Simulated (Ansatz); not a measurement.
ClRb, charge +1, doublet, geometry from GFN2-xTB (such geometries of metal compounds can be far from the true shape) (a state made from the parent by changing its charge; the spin is typed, not shown lowest) (all electrons, no relativity). Base run: B3LYP/STO-3G in Ansatz (a program for electronic structure).

Here is a job for Ansatz.
Ansatz 0.2 input:
```yaml
crystal:
  periodic: [false, false, false]
  atoms:
    - {symbol: Rb, position_ang: [-0.00000000, -0.00000000, -1.02590000]}
    - {symbol: Cl, position_ang: [0.00000000, 0.00000000, 2.23284117]}
basis:
  gaussian:
    orbitals: STO-3G
hamiltonian:
  xc: b3lyp
total_charge: 1
magnetization: {spin_polarized: true, initial_magnetization: 1}
```

Variants of this job, named by their change:

```json
[
 {"change": "base", "basis functions": "31", "E (Eh)": "-3364.15171"},
 {"change": "basis = x2c-TZVPall; relativity = spin-free X2C", "basis functions": "100", "E (Eh)": "-3442.48912"},
 {"change": "basis = jorge-DZP-DKH; relativity = spin-free X2C", "basis functions": "60", "E (Eh)": "-3442.21921"},
 {"change": "basis = x2c-SVPall; relativity = spin-free X2C; nucleus = Gaussian", "basis functions": "68", "E (Eh)": "-3441.99057"},
 {"change": "basis = jorge-DZP-DKH; relativity = spin-free X2C; nucleus = Gaussian", "basis functions": "60", "E (Eh)": "-3442.19297"},
 {"change": "basis = x2c-SVPall; relativity = none", "basis functions": "68", "E (Eh)": "-3378.16882"},
 {"change": "basis = jorge-DZP-DKH; relativity = none", "basis functions": "60", "E (Eh)": "-3386.73704"},
 {"change": "basis = x2c-TZVPall; relativity = spin-free X2C; nucleus = Gaussian", "basis functions": "100", "E (Eh)": "-3442.46397"},
 {"change": "basis = x2c-SVPall; relativity = spin-free X2C", "basis functions": "68", "E (Eh)": "-3442.01384"},
 {"change": "basis = x2c-TZVPall; relativity = none", "basis functions": "100", "E (Eh)": "-3377.65648"}
]
```

Absolute energies of different levels of theory aren't comparable as measures of quality.

Ansatz warned in this series: the basis is contracted for relativity, which the run leaves out.

Basis sets contracted for a relativistic Hamiltonian are a mismatch without it, so the rows without relativity aren't non-relativistic limits. No row has spin-orbit coupling; sets with core potentials leave out the core electrons.
